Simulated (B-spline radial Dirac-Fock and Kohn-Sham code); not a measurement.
## Satellites and hypersatellites of the K lines of Nd⁵⁺

System: neodymium as Nd⁵⁺, [Kr] 4d10 4f2 5s2 5p5.

These are calculated numbers from a radial atomic solver; the model is Dirac-Fock energy differences between relaxed states, corrected for Breit and QED terms. Each two-hole energy is an average over J within one jj subconfiguration, not an observable level; in light atoms, where LS coupling holds, the j-resolved values are not observed lines, and for a K spectator the Kα1 hypersatellite is nearly forbidden. Correlation energy is missing from these numbers.

Lines without a spectator: Kα2 (K-L2) 36843.6 eV, Kα1 (K-L3) 37357.3 eV, Kβ3 (K-M2) 42159.1 eV, Kβ1 (K-M3) 42263.6 eV. Shifts in eV with one spectator hole (a dash: not computed, or left out as unreliable):

```tsv
spectator hole	Kα2	Kα1	Kβ3	Kβ1
K (1s)	+728.9	+763.6	+936.4	+944.1
L2 (2p1/2)	+85.4	+110.4	–	+224.8
L3 (2p3/2)	+75.8	+78.6	+187.6	–
M2 (3p1/2)	–	+14.79	+31.7	+38.0
M3 (3p3/2)	+9.66	–	+30.2	+29.96
M4 (3d3/2)	+2.49	-0.74	–	–
M5 (3d5/2)	-1.66	+1.06	–	–
```

Run: 58 s of CPU time on 1 thread of Neoverse-V1 (shared host), peak memory 0.51 GiB.
